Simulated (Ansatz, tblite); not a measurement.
Cost and result up the ladder for the cluster Li4Al2 (the lowest singlet isomer of a short search) (6 atoms). Total charge 0; singlet. Geometry: r2SCAN-D4/def2-TZVP.

Cartesian coordinates in Å:
```
Al 0.040 -0.752 0.305
Al -1.254 1.338 0.657
Li -1.559 -0.146 -1.643
Li 0.663 0.941 2.384
Li 1.063 1.513 -0.771
Li 1.047 -2.895 -0.932
```

Ansatz on 4 threads of Intel Xeon 6975P-C on a shared host; xTB runs through tblite on one thread. Times are rough, summed over both states, and most runs start from the orbitals of an earlier one. No level here is sound enough to serve as a yardstick. The other state is a doublet.

The xTB rows come from tblite. The structure comes from a short search, and lower isomers may exist.

Run but left out: HF/def2-TZVPP (singlet: restricted singlet, unstable towards broken spin symmetry); MP2/def2-TZVPP, CCSD/def2-TZVPP, CCSD(T)/def2-TZVPP (charge +1 doublet: ⟨S²⟩ 1.64, where a pure state has 0.75).

Raw xTB energies of ions are shifted by several eV.

```
              level  functions  wall time  vertical IE (eV)                                  remarks
           GFN1-xTB         34    0.007 s             10.44                                        –
   PBE-D4/def2-TZVP        130      1.7 s              4.66  restricted SCF unstable in HF (singlet)
  PBE0-D4/def2-TZVP        130      2.3 s              4.57  restricted SCF unstable in HF (singlet)
r2SCAN-D4/def2-TZVP        130      3.9 s              4.48  restricted SCF unstable in HF (singlet)
```
